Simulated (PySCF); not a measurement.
# Ionisation energy of Ho³⁷⁺ by level of theory

Ho³⁷⁺ [Ar] 3d10 4s2 → Ho³⁸⁺ [Ar] 3d10 4s1 [4s1/2^1, M_J = 1/2], as a difference of total energies. Calculation: PySCF 2.14, in an uncontracted even-tempered set (17 s from 4.1 bohr⁻², ratio 2.8; 13 p from 5.4 bohr⁻², ratio 2.8; 8 d from 9.5 bohr⁻², ratio 2.8; 4 f from 22 bohr⁻², ratio 3); the two-component X2C-1e Hamiltonian. Correlated levels: [Ne] frozen; the 74 highest virtual spinors dropped. "Screened" scales the spin-orbit matrix elements by Boettger's factors to mimic the two-electron term; Breit and QED terms are absent.

```json
{"method": "GHF (spin-free)", "ionisation energy (eV)": "1707.8"}
{"method": "GMP2 (spin-free)", "ionisation energy (eV)": "1710.4"}
{"method": "GHF (screened spin-orbit)", "ionisation energy (eV)": "1707.6"}
{"method": "GMP2 (screened spin-orbit)", "ionisation energy (eV)": "1710.3"}
```

Question: How much does correlation contribute at GMP2 (screened spin-orbit)?

Answer: 1710.3 − (1707.6) = 2.7 eV, measured against GHF (screened spin-orbit).

Breit and QED terms and the two-electron picture change are absent.

For comparison: 1719 ± 4 eV (theoretical estimate listed by NIST; NIST Atomic Spectra Database, ionization energies).
